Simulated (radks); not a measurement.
Question: Cs+, 54 electrons, occupied as [Xe]. All-electron calculation, Dirac Kohn-Sham, exchange-only B88, spin-unpolarised, spherical densities, finite nucleus; Fermi nuclear charge, rms radius 4.8041 fm. Program: a radial shooting solver on a logarithmic mesh with Libxc functionals. Some entries of the table are withheld. Estimate them.

orbital,occ.,eigenvalue (eV),<1/r> (bohr^-1),<r^2> (bohr^2)
1s1/2,2,-35777.57,59.40,0.0009250
2s1/2,2,(1),13.92,0.01477
2p1/2,2,-5281.800,(2),0.01088
2p3/2,4,-4929.374,(3),0.01216
3s1/2,2,-1169.873,4.988,0.1021
3p1/2,2,-1031.265,(4),0.09689
3p3/2,4,-963.7442,(5),0.1047
3d3/2,4,-719.9767,4.470,0.08711
3d5/2,6,-705.6393,4.396,0.08937
4s1/2,2,-223.8447,2.035,0.5452
4p1/2,2,-174.1089,1.928,0.5914
4p3/2,4,-160.3122,1.834,0.6375
4d3/2,4,-79.4412,1.598,0.8049
4d5/2,6,-77.1543,1.575,0.8253
5s1/2,2,-30.7892,0.7574,3.420
5p1/2,2,-18.7218,0.6469,4.652
5p3/2,4,-17.0803,0.6136,5.111

Answer: 
(1) 2s1/2 eigenvalue (eV): -5613.429
(2) 2p1/2 <1/r> (bohr^-1): 13.90
(3) 2p3/2 <1/r> (bohr^-1): 12.73
(4) 3p1/2 <1/r> (bohr^-1): 4.900
(5) 3p3/2 <1/r> (bohr^-1): 4.611
